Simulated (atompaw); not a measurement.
# lithium (Li): one change to a PAW (atompaw) potential, before and after

lithium (Li), PAW, made with atompaw 4.2.0.5 (PBE, scalar-relativistic). Core [He], reference 2s1 2p0. Waves: 2s (bound): rc 2.10 bohr; 2s channel at 2.85 Ry: rc 2.10 bohr; 2p (bound, empty): rc 3.00 bohr; 2p channel at 2.3 Ry: rc 3.00 bohr. Local part: ultrasoft scheme with l = 2 at 0 Ry, radius 2.70 bohr. Core correction: smooth core density matched at 2.85 bohr. Augmentation charge: gaussian compensation charge, radius 2.35 bohr; PAW radius 3.00 bohr; waves and projectors: custom rrkj gramschmidtortho.

Change: local potential vpsmatchnc scheme with l = 2 at 0 Ry, radius 2.70 bohr.

Cutoffs: the cutoffs (Ry, on a coarse ladder) from which the occupation-weighted sum of valence levels, in a spherical-Bessel basis at the reference potential, stays within 10 and 1 mRy of its value at 400 Ry; they do not see the model core or the augmentation charge, which bear on the density cutoff.

Question: What does the change do?

Answer: Both files are so soft that the ladder of cutoffs tells neither apart; the range in which the p phases agree narrows (upper end at the end of the scan → 3.7); neither file shows a bound ghost.

```csv
quantity,base,changed
"cutoff, loose",6 Ry,6 Ry
"cutoff, tight",6 Ry,6 Ry
bound ghosts,none,none
s: phases at 3.00 bohr within 0.05 rad from the reference energy up to (Ry; the scan ends near 5),to the end of the scan,4.4
p: phases at 3.00 bohr within 0.05 rad from the reference energy up to (Ry; the scan ends near 5),to the end of the scan,3.7
lowest overlap eigenvalue by channel,"s 0.57, p 0.94","s 0.54, p 0.90"
```

 The cutoffs see the waves, projectors and local potential, not the compensation charge or the core.
